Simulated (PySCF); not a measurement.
# Orbital energies and ionisation energy

Zr(OH)2Cl2 (singlet state).
Geometry (PBE0-D3(BJ)/def2-SVP, Å), atoms numbered from 1 in this order:
```
atom  x, y, z in Å
Zr1   -0.3274   -0.0185   -0.2058
O2    -0.2554    0.3257    1.6556
H3    -0.1698    0.4775    2.5964
O4     1.4040   -0.2589   -0.9362
H5     2.2987   -0.3538   -1.2619
Cl6   -1.3711    1.8097   -1.2686
Cl7   -1.5789   -1.9816   -0.5796
```

Level: wB97X-D/def2-SVPD (PySCF). Frontier orbitals with their largest atomic shares (Löwdin; up to four atoms above 4 %):

```csv
orbital,ε (eV),main atoms
HOMO−3,-11.51,"Cl7 41 %, Cl6 41 %, Zr1 12 %"
HOMO−2,-11.13,"Cl6 41 %, Cl7 41 %, O2 6 %, O4 6 %"
HOMO−1,-11.01,"Cl7 40 %, Cl6 40 %, O2 7 %, O4 7 %"
HOMO,-10.87,?
LUMO,0.30,"Zr1 68 %, Cl6 12 %, Cl7 12 %"
LUMO+1,0.70,"Zr1 69 %, O2 8 %, O4 8 %, Cl7 7 %"
LUMO+2,0.92,"Zr1 69 %, O2 7 %, O4 7 %, Cl7 6 %"
```

Question: What vertical ionisation energy does ΔSCF give, and how far is −ε(HOMO) from it?

Answer: ΔSCF: 11.32 eV (1092 kJ/mol; threshold wavelength 110 nm); ⟨S²⟩ of the doublet left behind is 0.766, against 0.75 for a pure doublet. −ε(HOMO) is 10.87 eV, 0.45 eV below it. In exact Kohn–Sham theory the two would be equal; wB97X-D (range-separated hybrid) falls short of its own ΔSCF value by 4 %.

Question: On which atoms does the HOMO lie?

Answer: Cl6 (chlorine bonded to Zr) 46 %, Cl7 (chlorine bonded to Zr) 46 %. The HOMO−1 lies 0.14 eV lower.

Question: What total energies stand behind the ΔSCF value?

Answer: E(N) = -1118.98671 Eh and E(N − 1) = -1118.57070 Eh at the same geometry, 0.41601 Eh apart.

Question: Shift the occupied levels rigidly so that −ε(HOMO) equals the ΔSCF value. What binding energies result?

Answer: The shift is +0.45 eV: HOMO 11.32, HOMO−1 11.46, HOMO−2 11.58, HOMO−3 11.96 eV. A rigid shift is only a rough guide to the deeper ionisations.

Question: With α = 75.0 au, estimate the like-pair dispersion coefficient by London's formula C6 = (3/4)α²I.

Answer: I = 0.4160 Eh, so C6 ≈ 1750 au, a rough estimate.

Question: What kinetic energy would electrons from this vertical process carry with He I light (21.218 eV)?

Answer: 21.22 − 11.32 = 9.90 eV.

Isolated species at its PBE0-D3(BJ)/def2-SVP geometry, gas phase. Atoms past krypton carry effective core potentials; spin–orbit coupling is left out.

The pairwise dispersion term of wB97X-D wasn't added to the energies; at a given geometry it leaves orbitals and properties as they are.
